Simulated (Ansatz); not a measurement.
ZrCl2O2H2⁺, that is Zr(OH)2Cl2 with one electron fewer. Total charge 1; doublet. Geometry r2SCAN-D4/def2-SVP, that of the neutral singlet; atoms count from 1.

```xyz
7

Zr   -0.312    0.134   -0.239
O    -0.509   -0.506    1.540
H    -0.504   -0.844    2.439
O     1.514    0.074   -0.768
H     2.456    0.005   -0.940
Cl   -1.067    2.379   -0.336
Cl   -1.579   -1.241   -1.696
```

In the def2 sets Zr takes a core potential; there is no spin–orbit coupling.

(1) Estimate the Mulliken populations from the PBE0/def2-TZVP orbitals of Ansatz.

(2) Where does the spin sit?

(3) And the Mayer bond orders between bonded heavy atoms (over 0.3)?

Answers

(1) 
| atom | charge (e) | spin (α − β) | d electrons |
| --- | --- | --- | --- |
| Zr1 | 1.65 | -0.12 | 1.83 |
| O2 | -0.66 | 0.07 | – |
| H3 | 0.39 | 0.00 | – |
| O4 | -0.66 | 0.07 | – |
| H5 | 0.39 | 0.00 | – |
| Cl6 | -0.05 | 0.50 | – |
| Cl7 | -0.05 | 0.50 | – |
Mulliken values and Mayer orders depend strongly on the basis.

(2) Summed by element: Zr -0.12, O 0.14, H 0.00, Cl 0.99, of 1 unpaired in all. Largest on single atoms: Cl7 0.50, Cl6 0.50, Zr1 -0.12.

(3) Zr1–O2 1.09 (1.90 Å); Zr1–O4 1.09 (1.90 Å); Zr1–Cl6 0.84 (2.37 Å); Zr1–Cl7 0.84 (2.37 Å). Values over 0.3 also appear between atoms too far apart for a bond (Cl6–Cl7 0.31 at 3.90 Å); they arise where an orbital or an unpaired electron spreads over both atoms.
